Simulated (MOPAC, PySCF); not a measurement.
C9H7NSSi, SMILES `C(#N)c1c([SiH3])sc2c1cccc2`, neutral singlet in the gas phase. 

Cartesian coordinates (Å):
SMILES: N#Cc1c([SiH3])sc2ccccc12
```xyz
19

N      2.0571    -2.5903     1.1157
C      1.5588    -1.6631     0.5923
C      0.9467    -0.5418    -0.0398
C      1.6738     0.4394    -0.7159
Si     3.5441     0.5314    -0.9548
S      0.6210     1.6646    -1.3688
C     -0.8172     0.8801    -0.7463
C     -2.1509     1.3076    -0.8806
C     -3.1540     0.5255    -0.3008
C     -2.8396    -0.6625     0.4015
C     -1.5172    -1.0872     0.5353
C     -0.4851    -0.3137    -0.0420
H      4.0197    -0.6744    -1.7129
H      4.2239     0.5886     0.3827
H      3.8362     1.7801    -1.7366
H     -2.3964     2.2304    -1.4259
H     -4.2042     0.8403    -0.3929
H     -3.6501    -1.2578     0.8474
H     -1.2660    -2.0098     1.0800
```
Charge 0, multiplicity 1.

All levels are single points at this geometry (PBE-D3(BJ)/def2-SVP); Pople sets use spherical d functions. Orbital energies aren't observables, and empty levels follow the basis.

```csv
level,HOMO (eV),LUMO (eV),gap (eV),dipole (D),"vertical IE, Delta-SCF (eV)"
PBE-D3(BJ)/def2-TZVP in PySCF,-6.00,-2.85,3.15,4.15,8.24
B3LYP/3-21G in PySCF,-6.51,-1.83,4.68,3.55,–
B3LYP/6-31G* in PySCF,-6.44,-1.92,4.52,3.97,8.18
B3LYP/LANL2DZ in PySCF,-6.65,-2.02,4.63,3.91,–
BP86/6-31G* in PySCF,-5.84,-2.64,3.20,3.97,–
SVWN5/6-31G* in PySCF,-5.90,-2.71,3.19,3.98,8.25
HF/6-31G* in PySCF,-8.53,1.48,10.01,4.00,–
PM3 in MOPAC,-8.90,-1.02,7.88,2.71,–
PM6 in MOPAC,-8.92,-1.30,7.62,3.49,–
```
